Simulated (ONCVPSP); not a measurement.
# Se (Z = 34): one change to an ONCV potential, before and after

ONCVPSP 4.0.1 input, shortened (lines: element, Z, core and valence counts, functional; n l f; lmax; l rc ep ncon nbas qcut; lloc lpopt rc5 dvloc0; l nproj debl; icmod fcfact rcfact), PBEsol, fully relativistic:

```
  Se 34.00    6    2  -116133      upf
    1    0    2.00
    2    0    2.00
    2    1    6.00
    3    0    2.00
    3    1    6.00
    3    2   10.00
    4    0    2.00
    4    1    3.50
    2
    0    1.50    0.00    3    7    5.00
    1    2.00    0.00    4    8    3.70
    2    1.70    0.45    4    9    5.00
    4    1    1.10    0.00
    0    2    1.20
    1    2    2.70
    2    2    3.00
    3    5.00    1.30
```

Open shells are filled in proportion to 2j + 1.

Change: core correction none.

Cutoffs: the cutoffs (Ha) at which the residual kinetic energy of the hardest occupied pseudo-wave falls to 1 and 0.1 mHa per electron; they do not see the model core or the augmentation charge, which bear on the density cutoff. Errors are all-electron minus pseudo energies relative to the spin-unpolarised reference configuration.

**Question.** Predict the effect on cutoff, ghosts and configuration errors.

**Answer.** The potential gets neither clearly harder nor softer (11 Ha and 41 Ha → 11 Ha and 41 Ha); of the 4 tests that both files solve, the error grows in 2 and shrinks in 0 by more than 15 % and 0.3 meV (median size 7.4 → 9.0 meV); neither file shows a bound ghost.

```tsv
quantity	base	changed
cutoff, loose	11 Ha	11 Ha
cutoff, tight	41 Ha	41 Ha
bound ghosts	none	none
GHOST(+) flags under 300 eV	s at 80.6 eV	s at 80.6 eV
error for 4s2 4p4, meV [ΔE -4.31 eV]	-0.4	-0.7
error for 4s2 4p3, meV [ΔE 6.54 eV]	-1.0	-1.3
error for 4s2 4p2, meV [ΔE 26.91 eV]	-17	-17
error for 4s0 4p6, meV [ΔE 17.65 eV]	+14	+34
s: phases at 1.52 bohr within 0.05 rad from the reference energy up to (Ha; the scan ends near 5)	2.8	2.8
p3/2: phases at 2.02 bohr within 0.05 rad from the reference energy up to (Ha; the scan ends near 5)	3.5	3.5
p1/2: phases at 2.02 bohr within 0.05 rad from the reference energy up to (Ha; the scan ends near 5)	to the end of the scan	to the end of the scan
d5/2: phases at 1.72 bohr within 0.05 rad from the reference energy up to (Ha; the scan ends near 5)	to the end of the scan	to the end of the scan
d3/2: phases at 1.72 bohr within 0.05 rad from the reference energy up to (Ha; the scan ends near 5)	to the end of the scan	to the end of the scan
```

Base: The cutoffs count occupied waves only; projector 2 of the d channel, the hardest unoccupied one, needs 135 Ha at the loose tolerance. Changed file: The cutoffs count occupied waves only; projector 2 of the d channel, the hardest unoccupied one, needs 135 Ha at the loose tolerance.
